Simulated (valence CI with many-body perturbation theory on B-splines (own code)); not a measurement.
**Rh XXXIX: calculated level list**

Level of theory: configuration interaction combined with many-body perturbation theory (CI+MBPT): five valence electrons over a frozen Dirac-Fock core [He], a basis of 9 s, 9 p, 8 d, 6 f, 3 g, 1 h functions for each j, with the one-electron correlation potential Σ1 (screened to all orders), the two-electron term Σ2, the three-electron term Σ3, Breit, model QED; selected single and double excitations, second order for the rest (own B-spline code, finite nucleus).

No measured spectrum was set against this ion. As an estimate, large intervals hold to a few tenths of a per cent, small ones and those within an open d or f shell to about a per cent. Among the levels kept, up to 1700 cm⁻¹ of a level comes from second order outside the variational space, and about a tenth of that is noise between levels of different J, which matters for small intervals.

Levels 46 to 84 of 84, with energies above the lowest level, (2s^2 2p1/2^2 2p3/2) J=3/2. "Leading %" is the weight of the configuration and term that name the level; weights of strongly mixed levels are sums over their largest components and can fall short. In the jj column 3d3/2^4 stands for four electrons in 3d with j = 3/2.

| No. | Configuration | Term | J | E (× 10³ cm⁻¹) | Leading % | Leading jj | g |
| --- | --- | --- | --- | --- | --- | --- | --- |
| 46 | 2s2 2p2 3d | 4D | 3/2 | 27444 | 37 | 2s^2 2p1/2 2p3/2 3d5/2 (62 %) | 1.128 |
| 47 | 2s2 2p2 3d | 2G | 9/2 | 27484 | 56 | 2s^2 2p1/2 2p3/2 3d5/2 (98 %) | 1.199 |
| 48 | 2s2 2p2 3d | 4D | 5/2 | 27498 | 37 | 2s^2 2p1/2 2p3/2 3d5/2 (54 %) | 1.163 |
| 49 | 2s2 2p2 3d | 4P | 3/2 | 27502 | 44 | 2s^2 2p1/2 2p3/2 3d3/2 (69 %) | 1.392 |
| 50 | 2s2 2p2 3d | 4P | 1/2 | 27522 | 42 | 2s^2 2p1/2 2p3/2 3d3/2 (94 %) | 1.905 |
| 51 | 2s2 2p2 3d | 2D | 5/2 | 27586 | 58 | 2s^2 2p1/2 2p3/2 3d5/2 (84 %) | 1.214 |
| 52 | 2s2 2p2 3s | 2S | 1/2 | 27606 | 38 | 2s^2 2p3/2^2 3s (52 %) | 1.511 |
| 53 | 2s2 2p2 3d | 2F | 7/2 | 27612 | 59 | 2s^2 2p1/2 2p3/2 3d5/2 (89 %) | 1.100 |
| 54 | 2s2 2p2 3d | 2D | 3/2 | 27622 | 58 | 2s^2 2p1/2 2p3/2 3d5/2 (94 %) | 0.977 |
| 55 | 2s 2p3 3p | 6P | 3/2 | 27638 | 37 | 2s 2p1/2^2 2p3/2 3p1/2 (86 %) | 1.820 |
| 56 | 2s 2p3 3s | 4D° | 1/2 | 27642 | 45 | 2s 2p1/2^2 2p3/2 3s (92 %) | 0.685 |
| 57 | 2s 2p3 3p | 6P | 5/2 | 27658 | 27 | 2s 2p1/2^2 2p3/2 3p1/2 (83 %) | 1.478 |
| 58 | 2s 2p3 3s | 2P° | 3/2 | 27666 | 27 | 2s 2p1/2^2 2p3/2 3s (93 %) | 1.352 |
| 59 | 2s2 2p2 3d | 2P | 1/2 | 27676 | 37 | 2s^2 2p1/2 2p3/2 3d5/2 (52 %) | 1.463 |
| 60 | 2s2 2p2 3p | 2P° | 3/2 | 27855 | 26 | 2s^2 2p3/2^2 3p1/2 (95 %) | 1.419 |
| 61 | 2s2 2p2 3p | 2D° | 5/2 | 27883 | 45 | 2s^2 2p3/2^2 3p1/2 (96 %) | 1.181 |
| 62 | 2s 2p3 3p | 6P | 7/2 | 27975 | 48 | 2s 2p1/2^2 2p3/2 3p3/2 (91 %) | 1.524 |
| 63 | 2s 2p3 3p | 4P | 3/2 | 28027 | 42 | 2s 2p1/2^2 2p3/2 3p3/2 (91 %) | 1.615 |
| 64 | 2s 2p3 3p | 4D | 1/2 | 28034 | 38 | 2s 2p1/2^2 2p3/2 3p1/2 (78 %) | 1.045 |
| 65 | 2s 2p3 3p | 2D | 3/2 | 28060 | 30 | 2s 2p1/2^2 2p3/2 3p1/2 (93 %) | 0.916 |
| 66 | 2s2 2p2 3p | 2P° | 1/2 | 28089 | 61 | 2s^2 2p3/2^2 3p1/2 (53 %) | 0.902 |
| 67 | 2s 2p3 3p | 4P | 5/2 | 28098 | 38 | 2s 2p1/2^2 2p3/2 3p3/2 (88 %) | 1.481 |
| 68 | 2s2 2p2 3p | 2D° | 5/2 | 28126 | 52 | 2s^2 2p3/2^2 3p3/2 (96 %) | 1.293 |
| 69 | 2s2 2p2 3p | 4D° | 7/2 | 28130 | 54 | 2s^2 2p3/2^2 3p3/2 (94 %) | 1.301 |
| 70 | 2s 2p3 3p | 4P | 1/2 | 28138 | 42 | 2s 2p1/2^2 2p3/2 3p3/2 (76 %) | 1.816 |
| 71 | 2s2 2p2 3p | 2P° | 1/2 | 28179 | 78 | 2s^2 2p3/2^2 3p3/2 (54 %) | 0.954 |
| 72 | 2s 2p3 3s | 4D° | 5/2 | 28294 | 46 | 2s 2p1/2 2p3/2^2 3s (90 %) | 1.595 |
| 73 | 2s2 2p2 3p | 2P° | 3/2 | 28344 | 56 | 2s^2 2p3/2^2 3p3/2 (85 %) | 1.298 |
| 74 | 2s 2p3 3s | 4S° | 3/2 | 28415 | 29 | 2s 2p1/2 2p3/2^2 3s (71 %) | 1.400 |
| 75 | 2s 2p3 3p | 2D | 5/2 | 28424 | 23 | 2s 2p1/2^2 2p3/2 3p3/2 (93 %) | 1.222 |
| 76 | 2s 2p3 3d | 6D° | 5/2 | 28432 | 38 | 2s 2p1/2^2 2p3/2 3d3/2 (88 %) | 1.382 |
| 77 | 2s 2p3 3d | 6D° | 3/2 | 28444 | 46 | 2s 2p1/2^2 2p3/2 3d3/2 (89 %) | 1.547 |
| 78 | 2s 2p3 3d | 6D° | 7/2 | 28444 | 40 | 2s 2p1/2^2 2p3/2 3d3/2 (66 %) | 1.385 |
| 79 | 2s 2p3 3d | 6D° | 1/2 | 28449 | 49 | 2s 2p1/2^2 2p3/2 3d3/2 (89 %) | 2.685 |
| 80 | 2s2 2p2 3p | 2P° | 3/2 | 28457 | 48 | 2s^2 2p3/2^2 3p3/2 (83 %) | 1.318 |
| 81 | 2s 2p3 3p | 4D | 3/2 | 28482 | 23 | 2s 2p1/2^2 2p3/2 3p3/2 (92 %) | 1.206 |
| 82 | 2s 2p3 3d | 6D° | 9/2 | 28506 | 48 | 2s 2p1/2^2 2p3/2 3d5/2 (91 %) | 1.408 |
| 83 | 2s 2p3 3p | 4P | 1/2 | 28510 | 50 | 2s 2p1/2^2 2p3/2 3p3/2 (92 %) | 1.827 |
| 84 | 2s 2p3 3s | 4D° | 7/2 | 28520 | 91 | 2s 2p1/2 2p3/2^2 3s (91 %) | 1.407 |
